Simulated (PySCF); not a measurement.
**Where the electron goes**

Compound: C₄H₈O₂Si.
Cartesian coordinates in Å at the GFN2-xTB level; atoms count from 1:
```
atom  x, y, z in Å
C1    -2.547    0.687    0.301
O2    -1.378    0.392    1.025
C3    -0.235    0.186    0.298
C4    -0.094    0.231   -1.034
O5     1.116    0.002   -1.607
C6     2.155   -0.276   -0.666
Si7    1.409   -0.213    1.105
H8    -3.335    0.818    1.041
H9    -2.433    1.608   -0.281
H10   -2.813   -0.133   -0.376
H11   -0.850    0.436   -1.776
H12    2.942    0.464   -0.832
H13    2.570   -1.252   -0.928
H14    1.490   -1.506    1.789
H15    1.999    0.852    1.919
```

Level of theory: PySCF, TDDFT PBE0/def2-SVPD, vertical, gas phase, core orbitals frozen in the response.

Kohn–Sham orbitals with the atoms that hold most of them (Löwdin shares over 4%, at most four atoms; ? is withheld):

```json
{"orbital": "LUMO+2", "ε (eV)": "0.58", "atoms": "Si7 28%, C4 9%, C1 9%, C6 8%"}
{"orbital": "LUMO+1", "ε (eV)": "0.41", "atoms": "C4 30%, C3 21%, Si7 15%, O5 7%"}
{"orbital": "LUMO", "ε (eV)": "0.23", "atoms": "?"}
{"orbital": "HOMO", "ε (eV)": "?", "atoms": "O5 24%, C3 22%, O2 20%, C4 20%"}
{"orbital": "HOMO-1", "ε (eV)": "-8.29", "atoms": "?"}
{"orbital": "HOMO-2", "ε (eV)": "-8.98", "atoms": "O2 29%, O5 15%, C1 9%, C6 8%"}
{"orbital": "HOMO-3", "ε (eV)": "-9.34", "atoms": "O2 19%, Si7 19%, C3 12%, C6 9%"}
```

Task: Give the leading atoms of the HOMO-1.

Result: C6 (bonded to O, Si and 2 H) 24%; Si7 (bonded to 2 C and 2 H) 18%; O5 (bonded to 2 C) 18%; C3 (bonded to C, O and Si) 12%. By element: carbon 36% or more, silicon 18%, oxygen 18% or more.

Task: Give the leading atoms of the LUMO.

Result: Si7 (bonded to 2 C and 2 H) 35%; H15 (bonded to Si) 11%; H14 (bonded to Si) 11%; C6 (bonded to O, Si and 2 H) 10%. By element: silicon 35%, hydrogen 23% or more, carbon 10% or more.

Task: What is the HOMO energy, and the HOMO–LUMO gap?

Result: ε(HOMO) = -5.92 eV; the gap is 6.15 eV (0.2260 hartree).

Task: How does S1 compare with the orbital gap of 6.15 eV?

Result: S1 is at 4.92 eV (f = 0.0001), 1.23 eV below the gap, made of HOMO→LUMO (97%). 

Task: Give energy, strength and leading configuration of S1 and S3, and follow the Löwdin shares of the leading atoms from the occupied to the empty orbital.

Result: 
- S1 (4.92 eV, f 0.0001), HOMO→LUMO (97%): O5 24% → at most 10%, C3 22% → at most 10%, Si7 at most 14% → 35%, H15 at most 14% → 11%
- S3 (5.55 eV, f 0.113), HOMO→LUMO+1 (96%): O5 24% → 7%, C3 22% → 21%, C4 20% → 30%

Löwdin shares depend on the basis, the more so with diffuse functions.

Hardware: Arm Neoverse N1, one thread, on a shared host. Cost: 75 s of wall time (grids of density and orbitals included), 0.85 GiB resident at most.

One conformer stands for the species.
